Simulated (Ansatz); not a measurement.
Abridged output of a molecular run in Ansatz:

```
Functional definition: HF
  name "HF"
  cite "Fock, Z. Phys. 61, 126 (1930) doi:10.1007/BF01340294"
  parent pbe
  exchange = exact_x
  correlation = 0
1021 factors; integrals over basis functions are off by at most 1.5e-3 eV
mean field evaluation 1: about -55914.2546 eV, gradient 5.2e1 eV
mean field evaluation 2: about -55914.3323 eV, gradient 5.2e1 eV
mean field evaluation 4: about -55919.3063 eV, gradient 3.3e0 eV
mean field evaluation 8: about -55919.3542 eV, gradient 2.9e-1 eV
mean field evaluation 16: about -55919.3552 eV, gradient 2.4e-6 eV
mean field -55919.35515958 eV, -2054.9983986144 hartree, gradient 2.4e-6 eV, S^2 0.000000; 0 other end points of the search recorded, 0 dependent functions left out
11 core orbitals not correlated: weight in the atoms' cores, before any rotation towards them, 1.000 or more for the frozen orbitals, at most 0.000 for the correlated occupied ones
reference -55919.35515958 eV, -2054.9983986144 hartree; 14, 14 occupied and 141, 141 virtual orbitals, 1021 factors
second order -18.88908718 eV of doubles, -0.00000000 eV of singles
cycle   1  -18.44619297 eV  change    4.4e-1 eV  update   1.1e-1
cycle   2  -18.98590104 eV  change   -5.4e-1 eV  update   3.2e-2
cycle   3  -19.09551035 eV  change   -1.1e-1 eV  update   1.7e-2
cycle   4  -19.08182943 eV  change    1.4e-2 eV  update   4.3e-3
cycle   5  -19.07984272 eV  change    2.0e-3 eV  update   2.1e-3
cycle   6  -19.08071808 eV  change   -8.8e-4 eV  update   6.7e-4
cycle   7  -19.08040774 eV  change    3.1e-4 eV  update   2.3e-4
cycle   8  -19.08034336 eV  change    6.4e-5 eV  update   7.3e-5
cycle   9  -19.08035431 eV  change   -1.1e-5 eV  update   2.6e-5
perturbative correction -0.72006619 eV, -0.0264619446 hartree
Total energy: -55939.15558009 eV, -2055.7260506468 hartree
```

Its atoms:

Cartesian coordinates in Å:
```
N -0.843 -0.868 -0.065
Ga 0.756 -0.024 0.072
O 0.757 1.764 0.042
H -1.731 -0.406 -0.157
H -0.939 -1.869 -0.057
H 2.111 -0.758 0.213
H -0.111 2.161 -0.047
```

Which basis set was used?
A. def2-TZVPPD
B. def2-TZVPP
C. def2-QZVPP
D. cc-pV(Q+d)Z

B. It gives 166 functions.

Write the keys of the input that set method, charge and spin (a neutral closed shell needs none for the last two).


```yaml
correlation: {method: ccsd_t}
```
